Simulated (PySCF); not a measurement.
Polarisability and C₆ of Nb²⁺ (niobium, charge +2)

[Kr] 4d2 5s1, high-spin 4F determinant (an excited configuration). All numbers are calculated (PySCF 2.14, scalar relativity through the core potential, in aug-cc-pVTZ-PP with one added diffuse shell each of s, p, d, f, g type with ECP28MDF (7s7p6d4f3g, 113 functions)). Coupled (time-dependent) response in atomic units; α is the mean over directions.

```csv
method,mean α (bohr³),C₆ (like pair),S(−4)
MN15,33.33,215.7,730.9
r2SCANh,32.68,212.9,688.4
```

S(−4) is the Cauchy moment in α(ω) = α(0) + S(−4) ω² + …

Spin-orbit coupling is absent.

α(iu) at r2SCANh:

| u (hartree) | α(iu) (bohr³) |
| --- | --- |
| 0 | 32.68 |
| 0.0500 | 31.06 |
| 0.100 | 27.20 |
| 0.200 | 18.98 |
| 0.300 | 13.55 |
| 0.500 | 8.254 |
| 0.750 | 5.479 |
| 1.00 | 4.048 |
| 1.50 | 2.530 |
| 2.00 | 1.727 |
| 3.00 | 0.9332 |
| 5.00 | 0.3853 |

For an ion, C₆ is the dispersion term alone; charge-induced terms of lower order in 1/R come first.

Energies and moments cover only the electrons outside the core potential.
